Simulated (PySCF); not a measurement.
**Scandium: a sound run and one with changed settings**

Sound run: Sc [Ar] 3d1 4s2, Sc⁺ [Ar] 3d1 4s1. Calculation: PySCF 2.14, in cc-pVDZ; the non-relativistic Hamiltonian (point nucleus). In the sound run the correlated levels freeze [Ar]. The sound run starts from symmetry-adapted Hartree-Fock orbitals and uses a fine grid where one is needed.

Changed run: the spin-free X2C one-electron Hamiltonian (Gaussian nucleus). This setting is unsound on purpose.

```json
{"species": "Sc", "method": "UHF", "sound run (hartree)": "-759.73789", "changed run (hartree)": "-762.77631", "converged": "yes"}
{"species": "Sc", "method": "MP2", "sound run (hartree)": "-759.76419", "changed run (hartree)": "-762.80274", "converged": "yes"}
{"species": "Sc⁺", "method": "UHF", "sound run (hartree)": "-759.54057", "changed run (hartree)": "-762.57805", "converged": "yes"}
{"species": "Sc⁺", "method": "MP2", "sound run (hartree)": "-759.54297", "changed run (hartree)": "-762.58048", "converged": "yes"}
```

Ionisation energy of Sc:

```csv
method,sound run (eV),changed run (eV)
UHF,5.369,5.395
BP86,6.661,6.675
LDA,6.654,6.679
MP2,6.020,6.048
SCS-MP2,6.149,6.178
```

Most of the change in total energy is the relativistic energy itself. On top of that the contraction fixes the core shape for the Hamiltonian it was made with, so the changed run is not a good calculation with the other Hamiltonian either.

For comparison, NIST gives 6.561 eV between the lowest levels.
